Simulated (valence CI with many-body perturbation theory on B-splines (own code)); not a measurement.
# Which ion has this spectrum?

A relativistic CI+MBPT calculation for an atom or ion with 5 electrons gives these levels (Ry):

```csv
J,Parity,E,g
1/2,odd,0.00,0.62
1/2,even,19.47,2.03
3/2,odd,101.04,1.30
3/2,even,114.75,1.62
5/2,even,117.71,1.31
1/2,even,122.96,1.27
3/2,even,123.11,0.97
3/2,odd,143.33,1.31
5/2,even,217.10,1.42
1/2,even,225.01,1.92
3/2,even,225.06,1.17
3/2,odd,240.80,1.43
5/2,odd,242.46,1.16
1/2,odd,246.64,0.62
```

The energies are calculated, and their last digits are not significant.

Q: Which is it?
A. Re70+
B. Yb65+
C. Ta68+
D. Os71+

A: C. Ta68+, ground level (2s^2 2p1/2) J=1/2.
